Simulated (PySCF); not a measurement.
# How methods differ on the ionisation energy of Al⁺

Al⁺ [Ne] 3s2 (1S) → Al²⁺ [Ne] 3s1 (2S), as a difference of total energies. Computed with PySCF 2.14 in dyall-av2z (13s9p2d, 50 functions), with the non-relativistic Hamiltonian (point nucleus). Correlated levels: valence: [Ne] frozen; virtual orbitals above 40 to 60 times the deepest correlated orbital energy dropped. The calculations carry no spin-orbit coupling.

| method | ionisation energy (eV) | error (eV) |
| --- | --- | --- |
| UHF | 17.520 | -1.309 |
| LDA | 18.896 | +0.067 |
| PBE | 18.764 | -0.065 |
| PBE0 | 18.656 | -0.173 |
| r2SCAN | 18.371 | -0.458 |
| wB97M-V | 18.878 | +0.049 |
| M06 | 18.806 | -0.023 |
| B3LYP | 18.912 | +0.083 |
| M06-2X | 18.991 | +0.162 |
| MP2 (valence) | 18.221 | -0.608 |
| SCS-MP2 (valence) | 18.361 | -0.468 |

Reference: 18.829 eV (measured; NIST Atomic Spectra Database, ionization energies).

Errors of the correlated levels include the incompleteness of this basis and the frozen core.

MP2 underrates the near-degeneracy of ns² with np² in the lower species.
